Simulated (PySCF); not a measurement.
## SMILES CC=C=C=C=C(C)C(F)(F)F, C8H7F3

Cartesian coordinates in Å; atom numbers follow the order of the lines, from 1:
```xyz
18

C    -4.1792   -0.0838   -0.2609
C    -3.1206   -0.0336    0.7950
C    -1.8220   -0.0237    0.5745
C    -0.5577   -0.0150    0.3558
C     0.7044    0.0030    0.1435
C     2.0079   -0.0087   -0.0674
C     2.8454   -1.2502   -0.1483
C     2.7456    1.2926   -0.2417
F     3.6776    1.4413    0.7106
F     1.9473    2.3524   -0.1957
F     3.3915    1.3174   -1.4164
H    -4.8216   -0.9690   -0.1228
H    -4.8346    0.8000   -0.1902
H    -3.7458   -0.1180   -1.2690
H    -3.4554    0.0012    1.8415
H     3.3383   -1.3167   -1.1313
H     3.6381   -1.2265    0.6164
H     2.2319   -2.1462    0.0032
```

Theory: quadratic response CAM-B3LYP/aug-cc-pVDZ first hyperpolarisability, Taylor convention, gas phase (PySCF 2.14.0). Geometry: PBE0-D3(BJ)/def2-SVP.

Task: Give the tensor of the static β(0;0,0) in the axes of these coordinates.

Result: In au, Taylor convention; rows are the first index (the induced dipole):
```csv
,xx,yy,zz,xy,xz,yz
x,+282.6,+42.5,+55.6,+9.6,-76.7,+1.0
y,+9.6,+57.8,+17.5,+42.5,+1.0,-9.4
z,-76.7,-9.4,-11.6,+1.0,+55.6,+17.5
```
Norm of βᵢ = ⅓ Σⱼ (βᵢⱼⱼ + βⱼᵢⱼ + βⱼⱼᵢ): 402.1 au, hyper-Rayleigh value 153.2 au.
